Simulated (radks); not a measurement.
The numbers below are computed, except where a source is named.
Problem. The table gives one normalised radial function P(r) = r R(r) (large component) of Au in [Xe] 4f14 5d10 6s1 (r in bohr). Code: a radial shooting solver on a logarithmic mesh with Libxc functionals. Model: Dirac Kohn-Sham, LDA (Slater exchange, Perdew-Wang correlation), spin-unpolarised, spherical densities, finite nucleus; Fermi nuclear charge, rms radius 5.4371 fm.

r	P
0.002343	0.0000
0.003227	0.0000
0.00448	0.0000
0.006169	0.0000
0.008564	0.0001
0.01189	0.0002
0.01637	0.0007
0.02273	0.0024
0.03155	0.0076
0.04345	0.0220
0.06031	0.0608
0.08372	0.1531
0.1153	0.3361
0.1601	0.6511
0.2204	1.0448
0.306	1.3752
0.4248	1.4234
0.585	1.1509
0.812	0.7052
1.127	0.3155
1.552	0.1011
2.155	0.0204
2.992	0.0024
4.12	0.0001
5.719	0.0000
7.876	0.0000
10.93	0.0000
15.18	0.0000

Which n and l does it have? It may be an empty orbital.

Solution. n = 4, l = 3: the number of nodes gives n - l - 1 = 0, the rise at small r points to l (this Dirac orbital starts outside the nucleus as r^gamma with gamma = sqrt((l + 1)^2 - (Z/c)^2) = 3.96; the j = 7/2 orbital of l + 1 starts with the same power, but with a smaller coefficient, and then steepens), and the extent must fit the shell. The curve is that of 4f7/2; the two j differ most near the nucleus, where j = l - 1/2 has the larger amplitude, and in heavy atoms j = l - 1/2 is also the more compact. 4f7/2: eigenvalue -79.672 eV, 0 radial nodes, <r> = 0.502 bohr, 90 % of the charge inside 0.807 bohr.
